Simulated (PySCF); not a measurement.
Changes within a family of molecules, several properties at once.

PySCF, CAM-B3LYP/def2-SVPD, density fitting, gas phase; each molecule at its own PBE0-D3(BJ)/def2-SVP geometry, one conformer. Singlet excitations by full TDDFT with frozen cores and triplets by Tamm–Dancoff TDDFT. 

Reference: `[Cl][Sn][Cl]`, with HOMO energy -9.42 eV, LUMO energy -2.36 eV, lowest singlet excitation 3.89 eV, lowest triplet excitation 2.90 eV, mean polarisability 69.3 au and dipole moment 3.65 D.

Changes against it:

```csv
molecule,change,Δ HOMO energy (eV),Δ LUMO energy (eV),Δ lowest singlet excitation (eV),Δ lowest triplet excitation (eV),Δ mean polarisability (au),Δ dipole moment (D)
[H][Sn][H],ligand (both): Cl to H,+1.57,+0.34,-1.59,-1.52,-21.1,-2.87
[I][Sn][I],ligand (both): Cl to I,+1.03,-0.14,-1.03,-0.68,+51.6,-0.88
[CH3][Sn][CH3],ligand (both): Cl to Me,+2.24,+0.96,-1.50,-1.43,+4.7,-3.56
[NH2][Sn][NH2],ligand (both): Cl to NH2,+1.35,+2.04,+0.94,+0.57,-8.2,-3.33
```

Rows whose labels were lost:

| row | Δ HOMO energy (eV) | Δ LUMO energy (eV) | Δ lowest singlet excitation (eV) | Δ lowest triplet excitation (eV) | Δ mean polarisability (au) | Δ dipole moment (D) |
| --- | --- | --- | --- | --- | --- | --- |
| P | +0.59 | +1.31 | +0.47 | +0.80 | +5.5 | -3.54 |
| Q | -0.87 | +0.32 | +1.20 | +0.72 | -32.7 | +0.47 |

**Question.** Which row belongs to which of `C[O][Sn][O]C` (ligand (both): Cl to OMe) and `[F][Sn][F]` (ligand (both): Cl to F)?

**Answer.** P = `C[O][Sn][O]C` and Q = `[F][Sn][F]`. P and Q are told apart most clearly by the mean polarisability (+5.5 against -32.7 au).

**Question.** Which row has the smallest HOMO–LUMO gap and which the largest, and does the HOMO or the LUMO shift more there?

**Answer.** Smallest, counted from the reference: `[CH3][Sn][CH3]`, -1.28 eV (HOMO +2.24, LUMO +0.96), the larger shift being that of the HOMO. Largest: Q, +1.19 eV (HOMO -0.87, LUMO +0.32), the larger shift being that of the HOMO.
